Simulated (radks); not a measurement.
Results of a calculation; reference values are marked as such.
Q: P+, 14 electrons, occupied as [Ne] 3s1 3p2 4s1 (not the ground configuration). Level of theory: Dirac Kohn-Sham, XLYP, spin-unpolarised, spherical densities, finite nucleus; open shells fill j = l - 1/2 first; Fermi nuclear charge, rms radius 3.1889 fm (a radial shooting solver on a logarithmic mesh with Libxc functionals). Some entries of the table are withheld. Estimate them.

orbital  occ.  eigenvalue (hartree)  <r> (bohr)
1s1/2       2             -77.35251      0.1036
2s1/2       2              -7.05901      0.5194
2p1/2       2                   (1)      0.4828
2p3/2       4                   (2)      0.4850
3s1/2       1              -1.03744         (3)
3p1/2       2                   (4)         (5)
3p3/2       0                   (6)         (7)
4s1/2       1                   (8)       4.664

A: 
(1) 2p1/2 eigenvalue (hartree): -5.27049
(2) 2p3/2 eigenvalue (hartree): -5.23656
(3) 3s1/2 <r> (bohr): 1.745
(4) 3p1/2 eigenvalue (hartree): -0.68531
(5) 3p1/2 <r> (bohr): 1.991
(6) 3p3/2 eigenvalue (hartree): -0.68238
(7) 3p3/2 <r> (bohr): 1.997
(8) 4s1/2 eigenvalue (hartree): -0.25229
